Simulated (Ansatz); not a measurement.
Computed with Ansatz on PBE0-D4/def2-TZVP structures; ΔE is electronic, products minus reactants. CBS: MP2 limit from def2 TZ/QZ plus the TZ coupled-cluster correction, frozen cores. This one scheme is used for every species, atoms too. DFT in def2-TZVPP. No spin–orbit coupling; open shells (•) take unrestricted orbitals. Spin–orbit coupling would lower the free atoms: a little for C, Cl, F. One conformer a species, not always the lowest.

`F/C(Cl)=C\C(F)F` → 3 C• + Cl• + 3 F• + 2 H•  (atomization)

```csv
level,ΔE (kJ/mol),difference from CCSD(T)/CBS
r2SCANh-D4,3627.6,0.1
r2SCAN0-D4,3561.6,-65.9
BHLYP-D4,3432.2,-195.3
CAM-B3LYP-D4,3652.8,25.3
ωB97M-V,3655.1,27.6
PBE-QIDH,3629.6,2.1
PBE,3809.1,181.6
BLYP,3620.2,-7.3
LC-ωPBE,3664.2,36.7
MP2/def2-SVP,3577.1,-50.4
SCS-MP2/def2-TZVPP,3586.0,-41.5
CCSD/def2-TZVPP,3437.4,-190.1
HF/def2-QZVPP,2495.5,-1132.0
SCS-MP2/def2-QZVPP,3651.5,24.0
HF/CBS(def2),2496.1,-1131.4
MP2/CBS(def2),3784.1,156.6
CCSD(T)/CBS,3627.5,0
```

Largest T1 diagnostic among the species: 0.012.

From PBE to PBE0 (25 % exact exchange), in def2-TZVPP and without D4, ΔE moves by −138.4 kJ/mol: exact exchange takes away binding that semilocal exchange gives to molecules. In def2-TZVPP, CCSD(T) changes the Hartree–Fock value by +1032.2 kJ/mol (the triples alone add +85.8 kJ/mol) and MP2 by +1188.8 kJ/mol; breaking electron pairs costs correlation energy, which Hartree–Fock lacks.

For atomizations the MP2-based limit and the directly extrapolated one differ by several kJ/mol either way, and by 10 to 25 for some Ge, Se and Sn compounds, so smaller differences from it don't rank the levels.
